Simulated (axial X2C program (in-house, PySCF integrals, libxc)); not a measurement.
**Which functional? An output for NaCs⁻**

An SCF output computed with an axial X2C code built on PySCF integrals for NaCs⁻ at 4.339 Å, two-component, state Ω = 1/2, Cs dyall-acv3z [16s16p10d4f1g], Na dyall-av3z [10s9p5d2f] (cores contracted in-house), without its first line:

```
basis functions 227  fitting functions 1147  grid points 5091
iter        total energy     max residual
   1      -7945.037117079     5.96e-05
   2      -7945.037117081     5.15e-05
   3      -7945.037117111     7.70e-06
   4      -7945.037117115     3.45e-06
converged
one-electron -11017.38718141  Coulomb 3211.94190590  exact exchange -51.33770942  xc functional -157.08808016  nuclear repulsion 73.78479203  atomic mean-field constant -4.95084406
```

Question: Which level of theory produced it?
A. BLYP
B. HF
C. PBE0

Answer: C. The exact-exchange term against the functional term shows a share of 0.25 of exact exchange.
